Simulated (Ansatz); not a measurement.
`FC(F)C1OC1(F)F` + H₂ → `FC(F)[C@H]1O[C@H]1F` + H–F at 400 K and 1 bar (hydrogenolysis of a C–F bond).

Calculated with Ansatz (gas phase, PBE0-D4/def2-TZVP geometries, no zero-point term in ΔE). CCSD(T)/CBS adds triple-zeta CCSD(T) − MP2 to the extrapolated MP2 energy (def2 sets, frozen cores). This one scheme is used for every species. One conformer a species, not always the lowest.

| species | CCSD(T)/CBS energy (Eh) | H − E (kJ/mol) | S (J/(mol·K)) |
| --- | --- | --- | --- |
| `FC(F)C1OC1(F)F` | -589.64481 | 179.1 | 387.9 |
| H₂ | -1.17544 | 38.0 | 139.0 |
| `FC(F)[C@H]1O[C@H]1F` | -490.45409 | 197.4 | 367.9 |
| H–F | -100.39570 | 36.5 | 182.2 |

H − E and S are ideal-gas, rigid-rotor, harmonic terms from PBE0-D4/def2-TZVP, for one conformer and one mirror image of each species. The MP2-based limit puts H₂ 0.8 mEh under its directly extrapolated value; such offsets cancel only in part. 1 Eh = 2625.50 kJ/mol, R = 8.31446 J/(mol·K).

Task: By hand: ΔE, ΔH, ΔS and ΔG.

Result: ΔE = (-490.45409) + (-100.39570) − (-589.64481) − (-1.17544) = -0.02954 Eh = -77.6 kJ/mol. Δ(H − E) = 197.4 + 36.5 − 179.1 − 38.0 = 16.8, so ΔH = -60.8 kJ/mol. ΔS = 367.9 + 182.2 − 387.9 − 139.0 = 23.2 J/(mol·K). ΔG = -60.8 − 400 × (23.2)/1000 = -70.1 kJ/mol.

Task: By hand: the equilibrium constant, and the temperature at which ΔG would vanish if ΔH and ΔS stayed fixed.

Result: log₁₀ K = −ΔG/(RT ln 10) = 9.2. ΔH and −TΔS have one sign here, so there is no such temperature.

ΔH outweighs TΔS. A doubt of 5 kJ/mol in ΔE shifts log₁₀ K by 0.7 here. Other conformers and mirror images would add mixing entropy, several J/(mol·K) or more a flexible species. Modes under 60 cm⁻¹, often nearly free rotors, make the harmonic entropy too high. These are equilibria of isolated gas molecules and say nothing of rates. Largest T1 diagnostic: 0.012 (customary marks: 0.02 for closed shells, 0.045 for open ones).
